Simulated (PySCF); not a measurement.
Isomers of C5H12Si, from PBE0-D3(BJ)/def2-SVP geometry optimisation, gas phase in PySCF 2.14.0. One conformer each, no zero-point energy, no frequencies.

Task: Which is lowest in electronic energy at this level?
A. `C=C[Si](C)(C)C`: A = 3087, B = 1948, C = 1923 MHz, dipole 0.18 D
B. `[CH2:1]=[C:2]([CH3:3])[CH2:4][CH2:5][SiH3:6]` with C1–C2–C4–C5 -116°, C2–C4–C5–Si6 56°: A = 4036, B = 1672, C = 1576 MHz, dipole 1.08 D
C. `[CH3:1][CH:2]([CH3:3])[C@H:4]1[CH2:5][SiH2:6]1` with C1–C2–C4–C5 73°: A = 4831, B = 1837, C = 1452 MHz, dipole 0.18 D
D. `[CH3:1][SiH2:2][CH:3]1[CH2:4][CH2:5][CH2:6]1` with C1–Si2–C3–C4 168°, Si2–C3–C4–C5 -101°, C3–C4–C5–C6 -16°, C4–C5–C6–C3 16°, Si2–C3–C6–C5 101°: A = 5763, B = 1698, C = 1515 MHz, dipole 0.83 D

Result: A. That is `C=C[Si](C)(C)C`, 16.6 kcal/mol below the next.

```csv
SMILES,mapped SMILES,E (Eh),relative (kcal/mol),relative (kJ/mol),dipole (D)
C=C[Si](C)(C)C,[CH2:1]=[CH:2][Si:3]([CH3:4])([CH3:5])[CH3:6],-486.67093,0.0,0.0,0.18
C[SiH2]C1CCC1,[CH3:1][SiH2:2][CH:3]1[CH2:4][CH2:5][CH2:6]1,-486.64455,16.6,69.3,0.83
C=C(C)CC[SiH3],[CH2:1]=[C:2]([CH3:3])[CH2:4][CH2:5][SiH3:6],-486.63616,21.8,91.3,1.08
CC(C)[C@H]1C[SiH2]1,[CH3:1][CH:2]([CH3:3])[C@H:4]1[CH2:5][SiH2:6]1,-486.62576,28.3,118.6,0.18
```

As drawn, the lowest has a C=C bond outside aromatic rings, which the highest lacks; the highest has a three-membered ring, which the lowest lacks.
